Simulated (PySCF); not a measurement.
**Electronic structure of Be (beryllium, neutral) at the UHF level**

Configuration: [He] 2s1 3s1, high-spin 3S determinant (an excited configuration). Computed with PySCF 2.14 in aug-cc-pVQZ-DK (6s5p4d3f2g, 80 functions), with scalar relativity by spin-free X2C-1e.

| Property | Result |
| --- | --- |
| Total energy | -14.379867 hartree |
| One-electron energy | -18.1831 hartree |
| Hartree (Coulomb) energy | 6.3805 hartree |
| Exchange energy | -2.5772 hartree |
| ⟨S²⟩ | 2.0000 |
| ⟨L²⟩ | 0.000 |
| Sum of ⟨r⟩ | 10.71 bohr |
| Sum of ⟨r²⟩ | 71.24 bohr² |
| Langevin diamagnetic susceptibility | -56.4 ×10⁻⁶ cm³/mol |

```json
{"shell": "1s α", "electrons": "1", "mean orbital energy (hartree)": "-4.99954", "rms radius, mean of both spins (bohr)": "0.482"}
{"shell": "1s β", "electrons": "1", "mean orbital energy (hartree)": "-4.95497", "rms radius, mean of both spins (bohr)": "0.482"}
{"shell": "2s α", "electrons": "1", "mean orbital energy (hartree)": "-0.52205", "rms radius, mean of both spins (bohr)": "2.46"}
{"shell": "3s α", "electrons": "1", "mean orbital energy (hartree)": "-0.10002", "rms radius, mean of both spins (bohr)": "8.04"}
```

The outer electron is Rydberg-like, and this basis confines it to a smaller radius and binds it less than a complete one would.
